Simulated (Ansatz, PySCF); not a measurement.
Reaction (SMILES): [C-]#[N+][CH]C → [C-]#[N+][CH-]C (an electron is taken up)
Structures are relaxed separately at B3LYP-D3(BJ)/def2-TZVP in Ansatz (a first-principles code).

Quantity: adiabatic electron affinity (0 K, with B3LYP-D3(BJ) harmonic zero-point energies from PySCF), positive where the reaction releases energy, in eV. Correlated levels leave the core frozen unless marked. UHF or UKS for open shells. Spin-orbit coupling is left out. Non-relativistic. Anions need diffuse functions: aug- sets have them; def2-D sets add few; the other sets have none. CBS(X,Y): correlation extrapolated as X^-3; Hartree-Fock from the larger set. The bracket is a focal-point correction in the basis named.

| level | program | adiabatic electron affinity (eV) |
|---|---|---|
| HF/6-31G* | Ansatz | -1.25 |
| HF/cc-pVDZ | Ansatz | -1.00 |
| r2SCAN/def2-TZVPD | Ansatz | 0.69 |
| B3LYP-D3(BJ)/def2-TZVPD | Ansatz + dftd3 | 0.85 |
| PBE0/6-31G* | Ansatz | 0.12 |
| PBE0-D4/def2-TZVPD | Ansatz + dftd4 | 0.75 |
| CAM-B3LYP-D3(BJ)/def2-TZVPD | Ansatz + dftd3 | 0.78 |
| B2PLYP-D3(BJ)/def2-TZVPD | Ansatz + dftd3 | 0.83 |
| MP2/cc-pVDZ | Ansatz | 0.47 |
| RI-MP2/cc-pVTZ | Ansatz | 0.91 |
| SCS-MP2/aug-cc-pVDZ | Ansatz | 1.02 |
| CCSD/6-31G* | Ansatz | -0.31 |
| CCSD(T)/STO-3G | Ansatz | -4.25 |
| CCSD(T)/cc-pwCVTZ | Ansatz | 0.61 |
| RI-MP2/CBS(aug-cc-pVTZ,aug-cc-pVQZ)+[CCSD(T)-MP2]/aug-cc-pVTZ | Ansatz | 0.95 |
